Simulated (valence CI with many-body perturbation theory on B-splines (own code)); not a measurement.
E1 line list for Dy XXXV

Computed by relativistic CI+MBPT: four valence electrons over a frozen Dirac-Fock core [Ar] 3d10, radial functions for each j: 11 s, 11 p, 9 d, 7 f, 5 g, 2 h, 1 i, with the one-electron correlation potential Σ1, the two-electron term Σ2, the three-electron term Σ3, Breit, model QED; selected CI, second order for the rest (own B-spline code, finite nucleus).

The last digits are not significant, and no measured levels were compared; by estimate large intervals hold to a few tenths of a per cent, small ones and those within an open d or f shell to about a per cent.

Lines 51 to 100 of 238 in falling wavelength, among levels below 2792300 cm⁻¹, chosen from the strongest by gf and those to the six lowest levels. Wavelengths and rates use the calculated energies. Electric multipoles are in the length gauge, E1 and E2 with the static RPA response of the core. Weak lines are less certain than strong ones. Lines between different terms over intervals too small for the method are left out, as are lines whose strength nearly cancels. Where a level lies close to another of its J and parity, the split of strength between their lines is uncertain. The highest levels of a list are the least certain.

Levels are named by their leading jj configuration (3d3/2^4 stands for four electrons in 3d with j = 3/2), which in mixed levels can hold well under half, so a name can repeat and another be missing. Letters in brackets count levels of one name in rising energy.

```
λ vac (nm)                           Upper                       Lower   A (s⁻¹)  log gf  Branch %
     14.06      (4s 4p1/2 4p3/2^2) J=2 [b]          (4s^2 4p3/2^2) J=2  7.68e+09   -0.94       3.4
     14.03  (4s 4p1/2 4p3/2 4d5/2) J=1 [d]      (4s^2 4p3/2 4d5/2) J=2  1.03e+10   -1.04       1.2
     13.99          (4s 4p1/2^2 4p3/2) J=1      (4s^2 4p1/2 4p3/2) J=1  4.36e+09   -1.42       2.8
     13.69          (4s^2 4p1/2 4f5/2) J=2      (4s^2 4p3/2 4d5/2) J=3  5.81e+09   -1.09       0.9
     13.44          (4s^2 4p1/2 4d5/2) J=3          (4s^2 4p3/2^2) J=2  2.19e+09   -1.38       1.2
     13.34      (4s 4p1/2 4p3/2^2) J=1 [c]          (4s^2 4p3/2^2) J=2  9.52e+09   -1.12       1.5
     13.11          (4s^2 4p1/2 4d5/2) J=2          (4s^2 4p3/2^2) J=2  4.69e+09   -1.22       1.1
     13.04           (4p1/2^2 4p3/2^2) J=2  (4s 4p1/2 4p3/2^2) J=2 [a]  1.15e+10   -0.83       7.2
     11.95          (4s 4p1/2^2 4d5/2) J=2      (4s 4p1/2 4p3/2^2) J=3  5.96e+09   -1.20       2.1
     10.87          (4s 4p1/2^2 4d3/2) J=1      (4s 4p1/2^2 4p3/2) J=1  1.35e+10   -1.14      43.6
     10.74  (4s 4p1/2 4p3/2 4d3/2) J=2 [b]  (4s 4p1/2 4p3/2^2) J=2 [b]  6.85e+09   -1.23       4.2
     10.64      (4s 4p1/2 4p3/2^2) J=2 [a]      (4s^2 4p1/2 4p3/2) J=2  1.51e+08   -2.89       1.2
     10.50  (4s 4p1/2 4p3/2 4d3/2) J=2 [a]      (4s 4p1/2 4p3/2^2) J=3  7.89e+09   -1.19      11.5
     10.48  (4s 4p1/2 4p3/2 4d5/2) J=2 [a]  (4s 4p1/2 4p3/2^2) J=2 [b]  9.06e+09   -1.13       5.2
     10.44  (4s 4p1/2 4p3/2 4d3/2) J=3 [c]  (4s 4p1/2 4p3/2^2) J=2 [b]  8.94e+09   -0.99      10.3
     10.32      (4s 4p1/2 4p3/2^2) J=2 [a]      (4s^2 4p1/2 4p3/2) J=1  1.11e+10   -1.05      90.5
     10.25          (4s^2 4p1/2 4d3/2) J=2      (4s^2 4p1/2 4p3/2) J=2  6.21e+05   -5.31       0.1
     10.03          (4s 4p1/2 4p3/2^2) J=3      (4s^2 4p1/2 4p3/2) J=2  5.77e+09   -1.22      45.4
     10.01          (4s^2 4p3/2 4d3/2) J=1          (4s^2 4p3/2^2) J=0  2.91e+09   -1.88       0.5
     9.955          (4s^2 4p1/2 4d3/2) J=2      (4s^2 4p1/2 4p3/2) J=1  8.42e+07   -3.20      12.2
     9.952  (4s 4p1/2 4p3/2 4d5/2) J=3 [b]      (4s^2 4p1/2 4d5/2) J=2  2.72e+10   -0.55       6.7
     9.867                (4s 4p3/2^3) J=2          (4s^2 4p3/2^2) J=2  1.94e+10   -0.85      42.3
     9.813          (4s 4p1/2^2 4d3/2) J=1      (4s 4p1/2^2 4p3/2) J=2  4.46e+09   -1.71      14.4
     9.808  (4s 4p1/2 4p3/2 4d3/2) J=2 [d]  (4s 4p1/2 4p3/2^2) J=1 [c]  3.57e+10   -0.59       5.8
     9.796  (4s 4p1/2 4p3/2 4d5/2) J=4 [b]      (4s^2 4p1/2 4d5/2) J=3  1.64e+10   -0.67       8.1
     9.788  (4s 4p1/2 4p3/2 4d5/2) J=3 [c]      (4s^2 4p1/2 4d5/2) J=2  2.83e+10   -0.55      11.5
     9.683          (4s 4p1/2^2 4d3/2) J=2      (4s 4p1/2^2 4p3/2) J=2  5.61e+09   -1.40      24.7
     9.609  (4s 4p1/2 4p3/2 4d5/2) J=3 [c]      (4s^2 4p1/2 4d5/2) J=3  1.21e+10   -0.93       4.9
     9.593  (4s 4p1/2 4p3/2 4d5/2) J=4 [c]      (4s^2 4p1/2 4d5/2) J=3  5.00e+10   -0.21      72.5
     9.498  (4s 4p1/2 4p3/2 4d3/2) J=1 [d]  (4s 4p1/2 4p3/2^2) J=1 [b]  4.24e+10   -0.76       5.6
     9.464  (4s 4p1/2 4p3/2 4d5/2) J=3 [b]  (4s 4p1/2 4p3/2^2) J=2 [b]  1.00e+10   -1.03       2.5
     9.451  (4s 4p1/2 4p3/2 4d3/2) J=2 [d]  (4s 4p1/2 4p3/2^2) J=2 [b]  8.54e+09   -1.24       1.4
     9.407          (4s^2 4p3/2 4d3/2) J=1          (4s^2 4p3/2^2) J=2  1.41e+10   -1.25       2.4
     9.348          (4s^2 4p3/2 4d3/2) J=2          (4s^2 4p3/2^2) J=2  3.85e+07   -3.60       0.0
     9.329      (4s 4p1/2 4p3/2^2) J=1 [a]      (4s^2 4p1/2 4p3/2) J=2  5.44e+09   -1.67       1.1
     9.315  (4s 4p1/2 4p3/2 4d5/2) J=3 [c]  (4s 4p1/2 4p3/2^2) J=2 [b]  9.31e+09   -1.07       3.8
     9.308  (4s 4p1/2 4p3/2 4d3/2) J=2 [b]      (4s^2 4p1/2 4d3/2) J=2  1.13e+11   -0.13      69.8
     9.294  (4s 4p1/2 4p3/2 4d5/2) J=2 [a]      (4s 4p1/2 4p3/2^2) J=3  9.55e+09   -1.21       5.5
     9.189          (4s^2 4p3/2 4d3/2) J=3          (4s^2 4p3/2^2) J=2  8.64e+09   -1.12       1.3
     9.183          (4s 4p1/2 4p3/2^2) J=0      (4s^2 4p1/2 4p3/2) J=1  1.08e+11   -0.86     100.0
     9.154  (4s 4p1/2 4p3/2 4d3/2) J=2 [c]      (4s 4p1/2 4p3/2^2) J=3  1.25e+10   -1.10       1.8
     9.129  (4s 4p1/2 4p3/2 4d5/2) J=3 [d]      (4s^2 4p1/2 4d5/2) J=3  6.19e+10   -0.27      13.8
     9.114  (4s 4p1/2 4p3/2 4d3/2) J=1 [d]  (4s 4p1/2 4p3/2^2) J=1 [a]  6.78e+10   -0.60       8.9
     9.109  (4s 4p1/2 4p3/2 4d5/2) J=1 [c]      (4s^2 4p1/2 4d5/2) J=2  7.88e+10   -0.53      18.3
     9.095  (4s 4p1/2 4p3/2 4d5/2) J=2 [c]      (4s^2 4p1/2 4d5/2) J=2  3.87e+10   -0.62       8.2
     9.085      (4s 4p1/2 4p3/2^2) J=1 [a]      (4s^2 4p1/2 4p3/2) J=1  7.59e+10   -0.55      15.2
     9.083          (4s 4p1/2^2 4p3/2) J=1          (4s^2 4p1/2^2) J=0  1.30e+11   -0.32      84.6
     9.083  (4s 4p1/2 4p3/2 4d3/2) J=3 [c]      (4s^2 4p1/2 4d3/2) J=2  6.34e+10   -0.26      73.4
     9.052           (4p1/2^2 4p3/2^2) J=0      (4s 4p1/2^2 4p3/2) J=1  1.81e+11   -0.65      74.5
     9.050  (4s 4p1/2 4p3/2 4d3/2) J=2 [d]  (4s 4p1/2 4p3/2^2) J=1 [a]  1.74e+10   -0.97       2.8
```

Q: How does gf follow from A for the line at 9.788 nm?

A: gf = 1.4992 × (2J+1)_upper × A / σ², with σ = 1021668 cm⁻¹ and 2J+1 = 7: gf = 0.285.
